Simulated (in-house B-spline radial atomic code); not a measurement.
A run on Tc VI (Tc5+) that did not converge. Method: scalar-relativistic (X2C) wB97X, spin-polarised, spherical fractional occupations, exact exchange averaged over the configuration, Fermi nucleus of rms radius 4.41117 fm; computed with a B-spline radial code for spherical atoms.

Command:
```bash
python run_scf.py task.json out
```
Settings (nuclear radius in fm, mass in u):
```
Z                43
configuration    [Kr] 4d2
hamiltonian      x2c
method           wb97x
spin_polarised   True
nucleus          fermi
rms_radius       4.41117
atomic_mass      96.90636
speed_of_light   137.035999084
exact_exchange   averaged over the configuration
```

First and last ten iterations of the last attempt (damped for 15 steps, keeping 80 % of the old Fock matrix, then DIIS):
```
 iter        energy (Eh)    residual
    1       -4273.445554    5.59e-01
    2       -4278.514334    2.63e-01
    3       -4279.202127    1.75e-01
    4       -4279.540693    1.18e-01
    5       -4279.706496    8.51e-02
    6       -4279.787551    6.19e-02
    7       -4279.827229    4.52e-02
    8       -4279.846735    3.32e-02
    9       -4279.856388    2.45e-02
   10       -4279.861208    1.81e-02
  111       -4279.866281    6.35e-07
  112       -4279.866281    5.95e-07
  113       -4279.866281    5.67e-07
  114       -4279.866281    6.45e-07
  115       -4279.866281    6.95e-07
  116       -4279.866281    5.39e-07
  117       -4279.866281    6.23e-07
  118       -4279.866281    5.72e-07
  119       -4279.866281    5.31e-07
  120       -4279.866281    1.28e-06
 not converged after 120 iterations
```

The smallest residual met was 5.0e-07; the threshold is about 4e-07. Over the last five steps the energy moves by less than 1e-08 hartree, but the orbitals didn't meet the threshold. Cost of the run: 14 s on 1 thread of Intel(R) Xeon(R) 6975P-C (shared host).
